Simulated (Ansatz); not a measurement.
LiPt3. Charge 0, multiplicity 2. Geometry PBE-D4/def2-TZVP; atoms count from 1.

```xyz
4

Li   -0.159   -1.504    0.015
Pt    0.807    0.409   -1.260
Pt    0.757    0.439    1.280
Pt   -1.405    0.655   -0.035
```

In the def2 sets Pt takes a core potential; there is no spin–orbit coupling. The structure comes from a short search, and lower isomers may exist.

Q: Estimate the Mulliken populations from the PBE0/def2-TZVP orbitals of Ansatz.

A: 
| atom | charge (e) | spin (α − β) | d electrons |
| --- | --- | --- | --- |
| Li1 | 0.55 | -0.01 | – |
| Pt2 | -0.18 | 0.34 | 9.23 |
| Pt3 | -0.18 | 0.34 | 9.23 |
| Pt4 | -0.18 | 0.34 | 9.23 |
Mulliken values depend strongly on the basis.

Q: Where does the spin sit?

A: Summed by element: Li -0.01, Pt 1.01, of 1 unpaired in all. Largest on single atoms: Pt3 0.34, Pt4 0.34, Pt2 0.34.

Q: And the Mayer bond orders between heavy atoms (over 0.3)?

A: Pt2–Pt3 0.75 (2.54 Å); Pt2–Pt4 0.75 (2.54 Å); Pt3–Pt4 0.75 (2.54 Å).
